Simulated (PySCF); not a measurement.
MoOCl3, SMILES [Cl][Mo+]([Cl])(=[O])[Cl], charge +1, multiplicity 1. Atoms are numbered in the order given.

```xyz
5

Mo     0.0000     0.0000    -0.2029
O      0.0000     0.0000    -1.8293
Cl     1.7990     1.0386     0.4540
Cl    -1.7990     1.0386     0.4540
Cl     0.0000    -2.0773     0.4540
```
Charge +1, spin multiplicity 1.

The structure is a stationary point at PBE0-D3(BJ)/def2-SVP. The multiplicity is an assumed one; no other spin state was optimised. The isomer is the one that the SMILES or the coordinates give; other isomers of the formula were not compared. The def2 effective core potentials stand for the cores of Mo; spin–orbit coupling is left out.

Calculation: PySCF with TDA-LC-ωPBE/def2-SVPD.

Vertical excitations; the highest root listed may be one member of a degenerate set.  State labels are in the subgroup Cs.

Problem. Give excitation energies, oscillator strengths and character. (Estimate from the structure and the level; the computed values follow.)

Solution. 
```tsv
state	symmetry	energy (eV)	λ (nm)	f	main pairs
S1	A"	4.02	308	0.000	HOMO−1→LUMO+1 48 %, HOMO−2→LUMO 48 %
S2	A"	4.13	300	0.000	HOMO−2→LUMO, HOMO−1→LUMO+1, HOMO→LUMO, HOMO−3→LUMO+1 (degenerate set)
S3	A'	4.13	300	0.000	HOMO−2→LUMO+1, HOMO−1→LUMO, HOMO→LUMO+1, HOMO−3→LUMO (degenerate set)
S4	A'	4.45	278	0.001	HOMO−1→LUMO 48 %, HOMO−2→LUMO+1 48 %
S5	A"	4.46	278	0.027	HOMO→LUMO, HOMO−3→LUMO+1 (degenerate set)
S6	A'	4.46	278	0.027	HOMO→LUMO+1, HOMO−3→LUMO (degenerate set)
S7	A"	4.84	256	0.013	HOMO−3→LUMO+1, HOMO−4→LUMO, HOMO−5→LUMO+1 (degenerate set)
S8	A'	4.84	256	0.013	HOMO−3→LUMO, HOMO−5→LUMO, HOMO−4→LUMO+1 (degenerate set)
S9	A"	5.06	245	0.000	HOMO−4→LUMO 46 %, HOMO−5→LUMO+1 46 %
S10	A'	5.18	240	0.002	HOMO−5→LUMO 45 %, HOMO−4→LUMO+1 45 %
T1	A"	3.60	344	0	HOMO→LUMO (degenerate set)
T2	A'	3.60	344	0	HOMO→LUMO+1 (degenerate set)
T3	A"	3.80	326	0	HOMO−2→LUMO 49 %, HOMO−1→LUMO+1 49 %
T4	A'	3.93	316	0	HOMO−1→LUMO 38 %, HOMO−2→LUMO+1 38 %, HOMO→LUMO+1 11 %, HOMO−3→LUMO 7 %
```
Triplets are in the Tamm–Dancoff approximation.
